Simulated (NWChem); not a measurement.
Species: SnICl3; SMILES [Sn]([Cl])([Cl])([Cl])[I]

def2 effective core potentials on Sn, I; no spin-orbit coupling.

### Question
Give the equilibrium geometry at PBE0/def2-SVP with def2 effective core potentials on Sn, I (NWChem) as a Z-matrix, with the point group.

### Answer
point group C3v; any orientation.
```
Sn
Cl 1 2.3254
Cl 1 2.3254 2 108.01
Cl 1 2.3254 2 108.01 3 116.59
I 1 2.6526 2 110.89 3 -121.71
```
